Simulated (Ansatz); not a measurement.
## Four-centre ligand exchange

Start structure (TiH3Cl3O, singlet), relaxed at PBE0-D4/def2-TZVP:

| atom | x (Å) | y (Å) | z (Å) |
| --- | --- | --- | --- |
| Ti1 | -0.9204 | -0.0731 | -0.3943 |
| O2 | -0.3842 | -0.6322 | 1.1696 |
| Cl3 | 0.3467 | -0.9296 | -1.9491 |
| Cl4 | -2.9625 | -0.7585 | -0.7189 |
| Cl5 | -0.8425 | 2.1043 | -0.4597 |
| H6 | 2.4590 | 1.0194 | 0.5939 |
| H7 | 2.6473 | 0.6398 | -0.0206 |
| H8 | -0.3432 | -1.3700 | 1.7792 |

The step: TiHCl₃O ([OH][Ti]([Cl])([Cl])[Cl]) + H₂ → TiHCl₃ ([Cl][TiH]([Cl])[Cl]) + H₂O (still joined by a long Ti–O bond); bonds formed: Ti1–H7, O2–H6; bonds broken: H6–H7; bonds weakened to dative contacts: Ti1–O2. Ansatz 0.2.0; basis: def2-TZVPP and def2-QZVPP; cores frozen in the correlated methods. Extrapolation: Hartree–Fock as exp(−7.88 √X), correlation as X^−2.97. Energies below are by CCSD(T) at an estimated basis limit (MP2 extrapolated from triple and quadruple zeta, plus CCSD(T) − MP2 in triple zeta).

Problem. What are the electronic barrier and the energy of the step, from the start structure to the end structure? (To be estimated.)

Solution. The calculation gives: Barrier 37.65 kcal/mol; step energy 20.32 kcal/mol (uphill); reverse barrier, their difference, 17.32 kcal/mol. Barrier and step energy count from the start structure, the reverse barrier from the end structure.

The saddle point: One imaginary mode of 1248i cm⁻¹.
```
  pair  start (Å)  saddle (Å)  end (Å)
Ti1–H7       3.66        1.85     1.67
 O2–H6       3.34        1.23     0.96
Ti1–O2       1.75        2.00     2.21
 H6–H7       0.75        1.01     2.28
```

Zero-point energy (harmonic, PBE0-D4): ZPE is 17.33 kcal/mol at the start and 20.05 kcal/mol at the saddle, so the barrier goes from 37.65 to 40.37 kcal/mol.

T1 diagnostic: at most 0.026. The T1 diagnostic is large here, which may signal multireference character or strong orbital relaxation, so CCSD(T) is less sure. The restricted Hartree–Fock reference is unstable towards an unrestricted one at one or more of these structures.

Labels in which every atom is bracketed show which atoms are joined, not bond orders.

For scale, one of the runs: CCSD(T)/def2-TZVPP, 263 basis functions, launched by `ansatz run in.yaml --threads 8 --pin off --events-out ev --progress --plain --max-ram 19148MiB`. Hardware: 8 CPU threads of an Arm Neoverse V2, shared host. Wall time 3.1 min; peak host memory 6.3 GiB.
